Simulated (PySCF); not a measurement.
H₇N₃Si, SMILES N[SiH](N)N. Atoms are numbered in the order given.

```xyz
11

Si     0.3364    -0.0785     0.0000
N     -0.2310    -0.6796    -1.5204
N     -0.2310    -0.6796     1.5204
N     -0.1564     1.5731     0.0000
H      1.7892    -0.4457     0.0000
H      0.1656    -1.5283    -1.9061
H     -1.2049    -0.5770    -1.7833
H      0.1656    -1.5283     1.9061
H     -1.2049    -0.5770     1.7833
H     -0.0453     2.1287    -0.8394
H     -0.0453     2.1287     0.8394
```
Charge 0, spin multiplicity 1.

The structure is a stationary point at PBE0-D3(BJ)/def2-SVP. Other conformers were not sampled.

Computed with CAM-B3LYP/def2-TZVP in PySCF.

Symmetry labels are those of the subgroup Cs that the program uses (full group Cs).

Computed valence orbital energies around the gap with their symmetry:
| orbital | symmetry | energy (eV) |
|---|---|---|
| HOMO−7 | A" | -15.06 |
| HOMO−6 | A" | -14.53 |
| HOMO−5 | A" | -12.84 |
| HOMO−4 | A' | -12.40 |
| HOMO−3 | A' | -11.07 |
| HOMO−2 | A' | -9.42 |
| HOMO−1 | A' | -8.67 |
| HOMO | A" | -8.29 |
| LUMO | A' | 1.81 |
| LUMO+1 | A' | 2.39 |
| LUMO+2 | A" | 2.41 |
| LUMO+3 | A' | 3.33 |
